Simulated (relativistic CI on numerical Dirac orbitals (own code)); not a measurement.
**Slater and spin-orbit integrals, Re⁷⁴⁺**

Method of calculation: Dirac equation for one electron, model QED (radiative potential, 1s self-energy scaled to tabulated hydrogen-like ionisation energies) (own radial code, finite nucleus).

Slater integrals F^k, G^k are unscaled and averaged over j, outside the closed core (none); ζ comes from projecting the Hamiltonian with its Breit term on Σ l·s of the shell.

- 2p: ζ(2p) = 9.5101e+06 cm⁻¹; <r>(2p) = 0.06221, <r^2>(2p) = 0.004716 (bohr units).
- 3p: ζ(3p) = 2.8327e+06 cm⁻¹; <r>(3p) = 0.1576, <r^2>(3p) = 0.02885 (bohr units).
- 3d: ζ(3d) = 481600 cm⁻¹; <r>(3d) = 0.1365, <r^2>(3d) = 0.02139 (bohr units).

Averages of the first 10 configurations, taken without configuration mixing, which lowers the lowest level and can move excited configurations by several eV; other configurations of the list can lie among them:

```tsv
Configuration	Parity	States	Average energy above the lowest level (eV)
1s	even	2	0.1
2s	even	2	61917.2
2p	odd	6	63071.7
3s	even	2	73919.4
3p	odd	6	74263.3
3d	even	10	74527.6
4s	even	2	78045.7
4p	odd	6	78189.8
4d	even	10	78301.0
4f	odd	14	78343.7
```
